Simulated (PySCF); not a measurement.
A structure optimised at PBE-D3(BJ)/def2-SVP, used in a PySCF frequency run:

```
Ta
Cl 1 2.2352
Cl 1 2.2352 2 109.47
Cl 1 2.2352 2 109.47 3 120.00
Cl 1 2.2352 2 109.47 3 -120.00
```
Charge +1, spin multiplicity 1.

**Question.** Write its SMILES, formula and point group.

**Answer.** [Cl][Ta+]([Cl])([Cl])[Cl], Cl4Ta, Td

**Question.** What are its rotational constants (standard atomic weights)?

**Answer.** 1.0701, 1.0701, 1.0701 GHz
